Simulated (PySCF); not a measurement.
## How methods differ on the ionisation energy of Os

Os [Xe] 4f14 5d6 6s2 [5d3/2^4 5d5/2^2, M_J = 4] → Os⁺ [Xe] 4f14 5d6 6s1 [5d3/2^4 5d5/2^2 6s1/2^1, M_J = 9/2], as a difference of total energies. All numbers are calculated (PySCF 2.14, the two-component X2C-1e Hamiltonian, in x2c-SVPall-2c (7s9p9d2f, 93 functions)). "Screened" scales the spin-orbit matrix elements by Boettger's factors to mimic the two-electron term; Breit and QED terms are absent.

| method | ionisation energy (eV) | error (eV) |
| --- | --- | --- |
| GHF (spin-free) | 6.572 | -1.866 |
| GHF (screened spin-orbit) | 6.576 | -1.862 |

Reference: 8.438 eV (measured; NIST Atomic Spectra Database, ionization energies).

The spin-free rows relax to the high-spin LS determinant and lack the spin-orbit shift.

Errors of the correlated levels include the incompleteness of this basis and the frozen core.

The labels give the starting determinants; with spin-orbit coupling the two ends relaxed to ⟨J²⟩ = 20.09, ⟨L²⟩ = 6.82, ⟨S²⟩ = 5.72 and ⟨J²⟩ = 24.77, ⟨L²⟩ = 6.66, ⟨S²⟩ = 8.43.
